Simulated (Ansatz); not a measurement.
Ge3Te7, relaxed as a singlet with RKS PBE-D4/def2-SVP in Ansatz, starting from the GFN1-xTB geometry. Force threshold 0.03 eV/Å.

In the def2 sets Te takes a core potential; there is no spin–orbit coupling. Another isomer (singlet) lies 1.06 eV lower at PBE0-D4/def2-SVP; other spin states weren't run for this one.

Start:

```xyz
10

Ge    2.869   -1.799   -1.375
Ge    2.234    0.133   -0.286
Ge   -0.810    2.028   -0.396
Te   -2.404    3.111    1.321
Te    1.547    2.361    0.627
Te    0.366   -0.938   -1.888
Te   -1.742    0.480    1.514
Te   -1.374   -2.633   -0.693
Te    2.683   -1.803    1.298
Te   -3.367   -0.940   -0.121
```

(1) Estimate the energy that the relaxation releases and the steps that it takes.

(2) Does the start keep its bonding and symmetry?

(3) Predict the relaxed structure.

## Answers

(1) 0.96 eV, in 14 steps; 3.6 min on 4 threads of Intel Xeon on a shared host. No frequencies were taken in this run, so the end may be a saddle point.

(2) By distances, no bond broke or formed. The bond that changes most is Ge2–Te6, from 2.68 to 3.22 Å (atoms count from 1).

(3) 
```xyz
10

Ge    2.6551   -1.9835   -1.0993
Ge    2.4545    0.2817   -0.1180
Ge   -0.8649    1.8678   -0.4897
Te   -2.3947    2.8822    1.6099
Te    1.6827    2.6770    0.1838
Te    0.4344   -0.8271   -2.3655
Te   -1.2718    0.3493    1.7596
Te   -1.2446   -2.6240   -1.1175
Te    1.6731   -1.5655    1.5278
Te   -3.1238   -1.0580    0.1088
```
Bond lengths: 7 × Ge–Te 2.53 to 2.84 Å; 4 × Te–Te 2.74 to 2.85 Å; 1 × Ge–Ge 2.48 Å.
